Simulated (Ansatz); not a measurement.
Problem. Predict a relaxed structure of the cluster Pb₃F₆, charge 0, singlet, at B3LYP-D4/def2-SVP (Ansatz).

Solution. 
```xyz
9

Pb    1.3766    0.1800   -1.5742
Pb   -2.0603    0.0205   -0.4001
Pb    0.6838   -0.2005    1.9743
F    -0.5163   -1.0965   -1.6605
F     1.6078   -1.2679    0.1778
F     1.5817    1.2361    0.4415
F    -0.5422    1.4074   -1.3958
F    -1.0790    1.1124    1.3507
F    -1.0520   -1.3915    1.0862
```
Point group D3h (tolerance 0.1 Å). This is one stationary point.

In the def2 sets Pb takes a core potential; there is no spin–orbit coupling. The structure comes from a short search, and lower isomers may exist.
